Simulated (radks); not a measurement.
Values are calculated unless marked as measured or tabulated.
Q: The mean radii <r> (bohr) of the occupied orbitals of an atom or ion are listed with their occupations. Code: a radial shooting solver on a logarithmic mesh with Libxc functionals. Model: Dirac Kohn-Sham, PBE, spin-unpolarised, spherical densities, finite nucleus; Fermi nuclear charge, rms radius of each element as measured or else 0.836 A^(1/3) + 0.57 fm.

orbital  occ.      <r>
1s1/2       2  0.03706
2s1/2       2   0.1620
2p1/2       2   0.1384
2p3/2       4   0.1427
3s1/2       2   0.4412
3p1/2       2   0.4333
3p3/2       4   0.4421
3d3/2       4   0.4113
3d5/2       3   0.4140

Name the element and its charge. Open shells, if any, fill j = l - 1/2 first.

A: Z = 40, zirconium, charge +15: Zr15+ in [Ar] 3d7. The 1s radius gives Z: for a bare nucleus <r> = (2 gamma + 1)/(2Z) with gamma = sqrt(1 - (Z/c)^2), 0.03641 bohr for Z = 40, and screening makes it slightly larger (0.03706 here). The occupations add up to 25, and the charge is Z minus that.
